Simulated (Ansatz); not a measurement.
ZnMeCl (CH3ClZn). Total charge 0; singlet. Geometry B3LYP-D4/def2-TZVP; atoms count from 1.

Cartesian coordinates in Å:
```
Zn 0.245 0.373 -1.033
C -0.176 -0.271 0.746
H 0.656 -0.855 1.141
H -1.065 -0.900 0.716
H -0.363 0.571 1.414
Cl 0.703 1.081 -2.984
```

(1) Estimate the Mulliken populations from the PBE0/def2-TZVP orbitals of Ansatz.

(2) And the Mayer bond orders between heavy atoms (over 0.3)?

Answers

(1) 
```tsv
atom	charge (e)	d electrons
Zn1	0.48	10.04
C2	-0.57	–
H3	0.15	–
H4	0.15	–
H5	0.15	–
Cl6	-0.35	–
```
Mulliken values depend strongly on the basis.

(2) Zn1–C2 0.97 (1.94 Å); Zn1–Cl6 1.01 (2.12 Å).
